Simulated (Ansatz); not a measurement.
Conformers of `CCCCCCCCO`, each relaxed with PBE0-D4/def2-TZVP in Ansatz. CBS adds the triple-zeta coupled-cluster correction to the MP2 limit.

Not all of them had a frequency check.

Conformer A:

Z-matrix (Å, degrees):
```
C
C 1 1.520
H 1 1.093 2 111.8
H 1 1.093 2 111.0 3 -119.7
H 1 1.094 2 111.3 3 120.4
C 2 1.525 1 115.2 3 -64.0
H 2 1.097 1 109.1 3 58.5
H 2 1.095 1 109.1 3 173.7
C 6 1.531 2 115.0 1 60.6
H 6 1.094 2 107.7 1 -177.4
H 6 1.097 2 109.4 1 -62.8
C 9 1.523 6 114.3 2 -95.3
H 9 1.096 6 109.5 2 143.7
H 9 1.096 6 108.9 2 28.5
C 12 1.523 9 114.1 6 179.6
H 12 1.096 9 108.1 6 -58.9
H 12 1.095 9 110.3 6 56.5
C 15 1.521 12 114.2 9 -68.8
H 15 1.098 12 109.3 9 54.1
H 15 1.096 12 108.1 9 169.6
C 18 1.517 15 113.5 12 179.6
H 18 1.096 15 109.6 12 -58.5
H 18 1.095 15 110.1 12 58.8
O 21 1.413 18 113.6 15 63.9
H 21 1.100 18 109.7 15 -60.5
H 21 1.092 18 109.9 15 -178.1
H 24 0.960 21 108.3 18 -66.4
```

Conformer B:

Z-matrix (Å, degrees):
```
C
C 1 1.520
H 1 1.092 2 111.3
H 1 1.094 2 110.9 3 -119.8
H 1 1.093 2 112.1 3 120.3
C 2 1.524 1 113.9 3 177.9
H 2 1.095 1 108.9 3 56.9
H 2 1.095 1 109.9 3 -58.3
C 6 1.526 2 116.2 1 65.6
H 6 1.096 2 108.8 1 -172.1
H 6 1.097 2 108.5 1 -57.2
C 9 1.533 6 114.4 2 64.3
H 9 1.094 6 109.8 2 -60.3
H 9 1.094 6 107.5 2 -174.5
C 12 1.532 9 116.3 6 -93.1
H 12 1.096 9 109.5 6 144.2
H 12 1.096 9 108.0 6 30.0
C 15 1.525 12 114.6 9 -89.7
H 15 1.094 12 110.1 9 34.1
H 15 1.094 12 109.0 9 149.8
C 18 1.516 15 115.3 12 63.5
H 18 1.098 15 108.6 12 -175.1
H 18 1.096 15 109.7 12 -59.2
O 21 1.412 18 112.5 15 178.4
H 21 1.101 18 109.9 15 54.3
H 21 1.092 18 110.8 15 -63.9
H 24 0.961 21 108.1 18 -56.3
```

Conformer C:

Cartesian coordinates in Å:
```
C 2.634 0.780 -2.256
C 2.210 -0.679 -2.304
C 1.692 -1.220 -0.978
C 0.404 -0.574 -0.494
C -0.113 -1.187 0.799
C -1.446 -0.626 1.275
C -1.395 0.832 1.703
C -2.735 1.366 2.174
O -3.731 1.339 1.170
H 1.794 1.441 -2.028
H 3.052 1.103 -3.212
H 3.397 0.941 -1.489
H 3.061 -1.287 -2.626
H 1.438 -0.811 -3.072
H 2.468 -1.097 -0.211
H 1.530 -2.300 -1.072
H -0.365 -0.674 -1.272
H 0.561 0.500 -0.357
H -0.215 -2.269 0.656
H 0.641 -1.057 1.586
H -1.805 -1.222 2.122
H -2.197 -0.741 0.486
H -1.037 1.462 0.879
H -0.668 0.956 2.515
H -3.122 0.743 2.985
H -2.614 2.382 2.574
H -3.440 1.898 0.446
```

Problem. Which is lowest in electronic energy at CCSD(T)/CBS (frozen core, def2 sets), and by how much? (Best estimate.)

Solution. Ansatz gave: C; A lies 8.0 kJ/mol higher, B lies 15.6 kJ/mol higher.

Problem. Give the energies relative to C (kJ/mol) with PBE0-D4/def2-TZVPP, B2PLYP/def2-TZVPP, MP2/def2-TZVPP, CCSD(T)/def2-TZVPP, HF/CBS(def2), MP2/CBS(def2), CCSD/CBS(def2). (An estimate is asked.)

Solution. Computed: 
```
             level     A     B
PBE0-D4/def2-TZVPP   8.3  16.3
 B2PLYP/def2-TZVPP   9.9  20.3
    MP2/def2-TZVPP   7.9  14.9
CCSD(T)/def2-TZVPP   7.8  15.1
      HF/CBS(def2)  13.4  27.6
     MP2/CBS(def2)   8.2  15.5
    CCSD/CBS(def2)   8.9  17.3
```
